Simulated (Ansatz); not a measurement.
Species: Si2H2, charge 0, singlet. A triplet may lie lower; no result for it is given here. Si2H2 (SMILES [Si]=[SiH2]).
B3LYP-D3(BJ)/def2-TZVP minimum from Ansatz (a program for electronic structure):
```xyz
4

Si    -0.9487     0.0742     0.1950
Si     1.1997    -0.0938    -0.2466
H     -1.7230     1.3334     0.0715
H     -1.7910    -1.0587     0.6507
```
Charge 0, spin multiplicity 1.

Hartree-Fock and MP2 correlation energies in hartree (Ansatz). UHF or UKS for unpaired electrons; spin-orbit terms are left out. Correlated methods leave the cores frozen. No relativity. The restricted determinant of H2Si2 ([Si]=[SiH2], singlet) is unstable towards broken spin symmetry in at least one set run.

```
basis        X       E(HF)  E(corr, MP2)
-----------  -  ----------  ------------
cc-pV(T+d)Z  3  -578.94412      -0.20958
cc-pV(Q+d)Z  4  -578.94954      -0.22440
cc-pV(5+d)Z  5  -578.95053      withheld
```

**Question.** Fit E(corr) = E∞ + A/X³ to X = 3 and 4, predict X = 5, and compare with the run.

**Answer.** A = (-0.20958 - (-0.22440))/(1/27 - 1/64) = 0.6921; E∞ = -0.22440 - A/64 = -0.23521; at X = 5, E∞ + A/125 = -0.22968. The run gave -0.23089, 1.21 mEh below the prediction. The same form on X = 4 and 5 gives E∞ = -0.23770, 2.48 mEh below the first estimate.
